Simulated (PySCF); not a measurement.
Simulated C 1s region for `OB(O)[C@H]1C=N1`, binding energy against the vacuum level.

Every computed line was given a Gaussian of 0.5 eV full width at half maximum and an area set by the number of equivalent atoms; the highest printed point is 100. Level of theory: PySCF, delta-SCF UKS SCAN, pcX-2 on the ionised atom, pcseg-1 elsewhere, spin-free X2C.

binding energy (eV), intensity and a bar:
```
    290.3          0 
    290.4          1 
    290.5          4 #
    290.6         13 ####
    290.7         30 #########
    290.8         55 #################
    290.9         83 #########################
    291.0         99 ##############################
    291.1         95 #############################
    291.2         73 ######################
    291.3         45 ##############
    291.4         22 #######
    291.5          9 ###
    291.6          5 #
    291.7          8 ##
    291.8         19 ######
    291.9         40 ############
    292.0         68 ####################
    292.1         92 ############################
    292.2        100 ##############################
    292.3         87 ##########################
    292.4         61 ##################
    292.5         34 ##########
    292.6         15 ####
    292.7          5 ##
    292.8          2 
    292.9          0
```

Count the maxima, the lines and the sites behind this envelope.

The curve has 2 maxima (at 291.0 and 292.2 eV). Under it lie 2 lines from 2 inequivalent carbon sites.

Decompose the envelope and assign each component. Numbering: `[OH:1][B:2]([OH:3])[C@H:4]1[CH:5]=[N:6]1`.

| position (eV) | relative area | line | atoms | environment |
| --- | --- | --- | --- | --- |
| 291.03 | 1 | C 1s | C4 | sp3 carbon bound to nitrogen |
| 292.19 | 1 | C 1s | C5 | C=N carbon |

Above which line width would these two lines show one maximum?

Two equal Gaussians merge once their distance is under 2σ = FWHM/1.177. With 1.16 eV between them that is a full width over 1.37 eV.

Lowest listed C 1s: C4, bonded to N, C, H and B. Highest, 1.16 eV above it: C5, bonded to N (double bond), C and H. Summing the Pauling electronegativity differences to the bonded atoms, each weighted by its formal bond order, gives -0.37 for the lowest site and +0.63 for the highest.

The curve has no shake-up lines and no vibrational structure. The unrestricted hole states depart most from a pure doublet (⟨S²⟩ = 0.75; over 0.85 named) for C 1s of C5 (0.91), which makes this value less certain. One conformer (not necessarily the lowest) at the PBE0-D3(BJ)/def2-SVP geometry, without solvent, vibrations or thermal averaging.

The run took 30 s wall on Arm Neoverse V1, one thread, on a shared host.

Conformer computed: `[OH:1][B:2]([OH:3])[C@H:4]1[CH:5]=[N:6]1`: O1–B2–C4–C5 157°, H–O1–B2–O3 0°, H–O3–B2–O1 3°.
